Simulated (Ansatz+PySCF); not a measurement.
The numbers below are computed, except where a source is named.
Input for PySCF 2.14.0:

```python
from pyscf import gto, scf

mol = gto.M(atom="""
H 0.000000 0.000000 0.000000
H 0.000000 0.000000 1.800000
H 0.000000 0.000000 3.600000
H 0.000000 0.000000 5.400000
H 0.000000 0.000000 7.200000
H 0.000000 0.000000 9.000000
H 0.000000 0.000000 10.800000
H 0.000000 0.000000 12.600000
H 0.000000 0.000000 14.400000
H 0.000000 0.000000 16.200000
""", basis='sto-3g', charge=0, spin=0)
mf = scf.RHF(mol)
mf.kernel()
print(mf.converged, mf.e_tot, mf.spin_square()[0])
```

The script is written out from the run's settings.

Output:

- Converged: yes
- Total energy: -4.18646 hartree
- Spin squared of the determinant: 0.000
- Cycles: 9

Caution: an unrestricted determinant lies well below.
